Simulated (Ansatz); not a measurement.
MgSe2. The state is a singlet with charge 0. Geometry PBE-D4/def2-TZVP; atoms count from 1.

```csv
atom,x (Å),y (Å),z (Å)
Mg1,0.353,0.155,1.279
Se2,-0.485,-1.309,-0.404
Se3,0.132,1.154,-0.874
```

At PBE0-D4/def2-TZVP a triplet of charge 0 lies 0.10 eV below the restricted singlet, each at its own geometry. The structure comes from a short search, and lower isomers may exist.

Estimate the Mulliken populations from the PBE0/def2-TZVP orbitals of Ansatz.


```tsv
atom	charge (e)
Mg1	0.72
Se2	-0.36
Se3	-0.36
```
Mulliken values and Mayer orders depend strongly on the basis.

And the Mayer bond orders between bonded heavy atoms (over 0.3)?

Mg1–Se2 0.99 (2.38 Å); Mg1–Se3 0.99 (2.38 Å); Se2–Se3 0.98 (2.58 Å).
